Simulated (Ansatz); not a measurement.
Geometry optimisation, RKS BHLYP/def2-SVP (Ansatz).

Input file:

```yaml
crystal:
  periodic: [false, false, false]
  atoms:
    - { symbol: O, position_ang: [-0.77494, -1.68199, 0.75126] }
    - { symbol: Si, position_ang: [-0.32784, -0.39346, 0.12627] }
    - { symbol: O, position_ang: [1.14547, 0.21941, 0.24998] }
    - { symbol: Cl, position_ang: [-1.46789, 0.81347, -0.97714] }
    - { symbol: H, position_ang: [1.4252, 1.04257, -0.15038] }
basis:
  gaussian: { orbitals: def2-SVP }
hamiltonian:
  xc: { name: BHLYP }
relax:
  f_tol: 0.02
  max_steps: 40
scf:
  lower_state_search: "off"
output:
  orbitals: {}
```

Command:

```bash
$ ansatz run input.yaml --threads 1 --pin off --max-ram 2048MiB --backend cpu --events-out ev --progress --plain --runs-dir out
```

Where does it end, and by what steps?

The forces met the threshold. After 6 steps the energy has fallen by 0.023 eV; H5 moved furthest, 0.05 Å.

```json
{"step": "0", "energy less start (eV)": "0.0000", "largest force component (eV/Å)": "0.482", "accepted": "yes"}
{"step": "1", "energy less start (eV)": "-0.0165", "largest force component (eV/Å)": "0.204", "accepted": "yes"}
{"step": "2", "energy less start (eV)": "-0.0187", "largest force component (eV/Å)": "0.111", "accepted": "yes"}
{"step": "3", "energy less start (eV)": "-0.0208", "largest force component (eV/Å)": "0.088", "accepted": "yes"}
{"step": "4", "energy less start (eV)": "-0.0218", "largest force component (eV/Å)": "0.087", "accepted": "yes"}
{"step": "5", "energy less start (eV)": "-0.0221", "largest force component (eV/Å)": "0.134", "accepted": "yes"}
{"step": "6", "energy less start (eV)": "-0.0227", "largest force component (eV/Å)": "0.007", "accepted": "yes"}
```

```xyz
5
Properties=species:S:1:pos:R:3
O -0.793 -1.699 0.754
Si -0.309 -0.413 0.145
O 1.168 0.223 0.255
Cl -1.441 0.839 -0.982
H 1.376 1.051 -0.172
```

The run took 5.9 s on 1 thread of Intel(R) Xeon(R) 6975P-C (Granite Rapids), with other jobs on the host, peak memory 0.15 GiB.
